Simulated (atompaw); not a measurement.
# Which change was made? (Mn, PAW (atompaw))

* Element: manganese (Mn)
* Generator: atompaw 4.2.0.5
* Type: PAW
* Functional: PBE
* Relativity: scalar-relativistic
* Frozen core: [Ar]
* Valence charge: 7
* Reference configuration: 3d5 4s1 4p1
* Partial waves: 4s (bound): rc 2.05 bohr; 4s channel at 0.15 Ry: rc 2.05 bohr; 4p (bound): rc 3.00 bohr; 4p channel at 0.3 Ry: rc 3.00 bohr; 3d (bound): rc 2.00 bohr; 3d channel at 1.35 Ry: rc 2.00 bohr
* Local potential: troulliermartins scheme with l = 3 at 0 Ry, radius 2.85 bohr
* Core correction: smooth core density matched at 2.60 bohr
* Augmentation charge: sinc compensation charge, radius 2.60 bohr; PAW radius 3.00 bohr; waves and projectors: custom polynom gramschmidtortho

Cutoffs, loose and tight: the cutoffs (Ry, on a coarse ladder) from which the occupation-weighted sum of valence levels, in a spherical-Bessel basis at the reference potential, stays within 10 and 1 mRy of its value at 400 Ry. They see the waves, projectors and local potential, not the compensation charge or the core.

The base gives: outcome: generated; cutoff, loose: 25 Ry; cutoff, tight: 45 Ry; bound ghosts: s.

Task: After one change the result is: outcome: generated; cutoff, loose: 21 Ry; cutoff, tight: 40 Ry; bound ghosts: s. Which change was it?
A. all radii scaled by about 0.76 (s 1.56, p 2.30, d 1.52 bohr); local potential troulliermartins scheme with l = 3 at 0 Ry, radius 2.18 bohr; augmentation sinc compensation charge, radius 1.98 bohr; PAW radius 2.30 bohr; waves and projectors: custom polynom gramschmidtortho; core correction smooth core density matched at 1.98 bohr
B. all radii scaled by about 1.18 (s 2.42, p 3.54, d 2.36 bohr); local potential troulliermartins scheme with l = 3 at 0 Ry, radius 3.36 bohr; augmentation sinc compensation charge, radius 3.06 bohr; PAW radius 3.54 bohr; waves and projectors: custom polynom gramschmidtortho; core correction smooth core density matched at 3.06 bohr
C. all radii scaled by about 1.03 (s 2.12, p 3.10, d 2.06 bohr); local potential troulliermartins scheme with l = 3 at 0 Ry, radius 2.94 bohr; augmentation sinc compensation charge, radius 2.68 bohr; PAW radius 3.10 bohr; waves and projectors: custom polynom gramschmidtortho; core correction smooth core density matched at 2.68 bohr
D. all radii scaled by about 0.92 (s 1.88, p 2.76, d 1.84 bohr); local potential troulliermartins scheme with l = 3 at 0 Ry, radius 2.62 bohr; augmentation sinc compensation charge, radius 2.40 bohr; PAW radius 2.76 bohr; waves and projectors: custom polynom gramschmidtortho; core correction smooth core density matched at 2.40 bohr

Result: C. The others give: all radii scaled by about 0.76 (s 1.56, p 2.30, d 1.52 bohr); local potential troulliermartins scheme with l = 3 at 0 Ry, radius 2.18 bohr; augmentation sinc compensation charge, radius 1.98 bohr; PAW radius 2.30 bohr; waves and projectors: custom polynom gramschmidtortho; core correction smooth core density matched at 1.98 bohr → outcome: generated; cutoff, loose: 50 Ry; cutoff, tight: 80 Ry; bound ghosts: s, p | all radii scaled by about 1.18 (s 2.42, p 3.54, d 2.36 bohr); local potential troulliermartins scheme with l = 3 at 0 Ry, radius 3.36 bohr; augmentation sinc compensation charge, radius 3.06 bohr; PAW radius 3.54 bohr; waves and projectors: custom polynom gramschmidtortho; core correction smooth core density matched at 3.06 bohr → outcome: generated; cutoff, loose: 18 Ry; cutoff, tight: 30 Ry; bound ghosts: none | all radii scaled by about 0.92 (s 1.88, p 2.76, d 1.84 bohr); local potential troulliermartins scheme with l = 3 at 0 Ry, radius 2.62 bohr; augmentation sinc compensation charge, radius 2.40 bohr; PAW radius 2.76 bohr; waves and projectors: custom polynom gramschmidtortho; core correction smooth core density matched at 2.40 bohr → outcome: generated; cutoff, loose: 30 Ry; cutoff, tight: 50 Ry; bound ghosts: s.
